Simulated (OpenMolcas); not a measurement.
**Os4+: moving or changing the point charges**

Os4+ among 6 point charges of -1.7 e arranged as an octahedron (Oh), 1.92 Å from the ion.

```yaml
Program: OpenMolcas
Method: "SS-CASPT2, IPEA 0.25 Eh, imaginary shift 0.1 Eh (closed shells correlated: 5s 5p)"
Basis: ANO-RCC-VDZP [7s6p4d2f1g]
Scalar_Hamiltonian: DKH2, point nucleus
Active_space: 4 electrons in 5 orbitals (5d)
State_averaging: 2S+1 = 5 even, 5 roots; 2S+1 = 3 even, 45 roots; 2S+1 = 1 even, 50 roots
Spin-orbit_coupling: RASSI with atomic mean-field integrals over the reference wave functions
```

Runs around this geometry, states (labels of O, the rotations of Oh). Energies in cm-1 above the lowest state or level, χT in cm3 K/mol; 10Dq and B are least-squares fits to the states below 45000 cm-1, weighted by degeneracy, with a free offset, and given where the rms deviation is under 5 % of |10Dq| (or 100 cm-1) and under 700 cm-1.

| R (Å) | q (e) | Ground state | First state of that spin | 10Dq | B (rms of fit) | First gap with spin-orbit (degeneracies) | χT at 300 K | First state of another spin |
| --- | --- | --- | --- | --- | --- | --- | --- | --- |
| 1.92 | -0.85 | 5E | 5T2 5960 |  |  | 4770 (1, 3) | 0.063 | 3T1 13210 |
| 1.79 | -1.7 | 5E | 5T2 16660 | 17190 | 693 (454) | 5090 (1, 3) | 0.107 | 3T1 2520 |
| 1.92 | -1.7 | 5E | 5T2 12050 | 12463 | 688 (408) | 4910 (1, 3) | 0.090 | 3T1 7230 |
| 2.01 | -1.7 | 5E | 5T2 9690 | 10008 | 703 (381) | 4830 (1, 3) | 0.080 | 3T1 9560 |

Taking |10Dq| as R^-n, n = -ln(10008 / 17190) / ln(2.01 / 1.79) = 4.7 between the shortest and longest distance. The point-charge formula for a cubic d site gives n = 5.

Scaling the charges by -0.85 / -1.7 = 0.50 scales the first state of the same spin by 5960 / 12050 = 0.49; with fixed orbitals a first-order splitting would follow the charge.

Roots that are degenerate in the reference are averaged as groups; the widest CASPT2 spread within a group is 410 cm-1 (the 3-fold group of multiplicity 3 near 30100 cm-1 above the lowest state of its run, R = 1.92, q = -1.7). Shifts and gaps below about the spread of the groups concerned are not significant. This shell can be high or low spin here, a state of another spin lies low, and with metal d orbitals alone active their balance is uncertain, so the ground spin may be wrong. Point charges give a weaker field than real ligands, and real ions of this kind are as a rule low spin; the high spin found here belongs to the model. Free-ion shares, where given, are those of the reference states; single-state CASPT2 does not remix them. Spin-orbit coupling mixes the spin-free states strongly: the lowest level takes only 38 % from its leading state, 5E (figures for R = 1.92, q = -0.85; the like holds for R = 1.79, q = -1.7, R = 1.92, q = -1.7, R = 2.01, q = -1.7). This field is weak: 10Dq is about 6037 cm-1, while octahedral complexes of 5d ions of charge 3 and more, computed by the same method with explicit ligands, had a median near 35000 cm-1. Ground spin and moment need not be those of a real site (figures for R = 1.92, q = -0.85; the like holds for R = 1.79, q = -1.7, R = 1.92, q = -1.7, R = 2.01, q = -1.7). Point charges carry no covalency, so the field is a model and not that of real ligands. No measured value stands beside these numbers.
